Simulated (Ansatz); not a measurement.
Program: Ansatz. Geometries: PBE0-D4/def2-TZVP. ΔE: electronic, gas phase. CCSD(T)/CBS adds triple-zeta CCSD(T) − MP2 to the extrapolated MP2 energy (def2 sets, frozen cores). This one scheme is used for every species, atoms too. Functionals use def2-TZVPP. B3LYP here is the variant with VWN-RPA as its local correlation; programs differ in this. No spin–orbit coupling; open shells (•) take unrestricted orbitals. Spin–orbit coupling would lower the free atoms: a little for B, C, Si. One conformer a species, not always the lowest.

`CBB(C)[SiH3]` → 2 B• + 2 C• + 10 H• + Si•  (atomization)

| level | ΔE (eV) | difference from CCSD(T)/CBS |
| --- | --- | --- |
| r2SCAN-D4 | 55.61 | 0.64 |
| PBE0-D4 | 55.48 | 0.51 |
| B3LYP-D4 | 55.47 | 0.50 |
| B2PLYP | 54.72 | -0.25 |
| PBE | 55.53 | 0.56 |
| PBE0 | 55.23 | 0.26 |
| HF/def2-TZVPP | 43.05 | -11.92 |
| CCSD/def2-TZVPP | 53.35 | -1.62 |
| HF/CBS(def2) | 43.10 | -11.87 |
| MP2/CBS(def2) | 55.17 | 0.20 |
| CCSD(T)/CBS | 54.97 | 0 |

Largest T1 diagnostic among the species: 0.014.

In def2-TZVPP, CCSD(T) changes the Hartree–Fock value by +10.83 eV (the triples alone add +0.52 eV) and MP2 by +11.03 eV; breaking electron pairs costs correlation energy, which Hartree–Fock lacks. From PBE to PBE0 (25 % exact exchange), in def2-TZVPP and without D4, ΔE moves by −0.30 eV: exact exchange takes away binding that semilocal exchange gives to molecules. The D4 term adds +0.47 eV with B3LYP and +0.25 eV with PBE0; it sums over pairs of atoms, weighted by their polarisabilities, and B3LYP, whose exchange is more repulsive, gets the larger term.

For atomizations the MP2-based limit and the directly extrapolated one differ by several kJ/mol either way, and by 10 to 25 for some Ge, Se and Sn compounds, so smaller differences from it don't rank the levels.
